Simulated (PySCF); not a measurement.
**Spinor energies of Dy⁴⁰⁺ (dysprosium, charge +40)**

Start: [Ar] 3d8; 3d3/2 filled at m_j = -3/2, -1/2, +1/2, +3/2; 3d5/2 filled at m_j = -1/2, +1/2, +3/2, +5/2. Calculated with PySCF 2.14 in an uncontracted even-tempered set (16 s from 8.5 bohr⁻², ratio 2.8; 12 p from 11 bohr⁻², ratio 2.8; 8 d from 11 bohr⁻², ratio 2.8; 3 f from 41 bohr⁻², ratio 3): generalised Hartree-Fock with the X2C-1e Hamiltonian and a Gaussian nucleus; one run each with spin-orbit coupling (SO) switched off, then screened by Boettger's factors.

```csv
spinor shell,electrons,"ε, spin-free (eV)","ε, screened SO (eV)",weight of nominal j (screened SO),"rms radius, screened SO (bohr)"
1s1/2,2,-56016.7,-56004.6,1.000,0.0240
2s1/2,2,-11031.2,-11026.8,1.000,0.0968
2p1/2,2,-10006.5,-10578.5,1.000,0.0827
3s1/2,2,-3830.4,-3829.1,1.000,0.243
3p1/2,2,-3506.4,-3641.2,0.999,0.234
3p3/2,4,-3506.4,-3447.9,1.000,0.246
3d3/2,4,-3126.1,-3149.1,0.988,0.216
3d5/2,4,-3126.1,-3108.6,0.992,0.219
```

Problem. Where does 2p3/2 lie, and what is the 2p spin-orbit splitting (screened SO)?

Solution. At -9762.1 eV, 816.37 eV above 2p1/2.

```csv
quantity,spin-free,screened SO
E (hartree),-11048.35692,-11058.09031
M_J,4,4
⟨J²⟩,20.000,20.000
⟨L²⟩,12.000,12.903
⟨S²⟩,2.000,1.819
```

Each row is a mean over spinors that exchange with the open shell spreads, by up to 34.580 eV (3p3/2).

Breit and QED terms are absent; they matter most for the inner s and p1/2 levels.

Densities and radii are taken from the X2C orbitals without a picture-change correction, which distorts them close to the nucleus.

Without spin-orbit coupling the j labels of p, d and f shells carry no meaning; the spin-free column gives the mean over the occupied spinors of each nl shell.
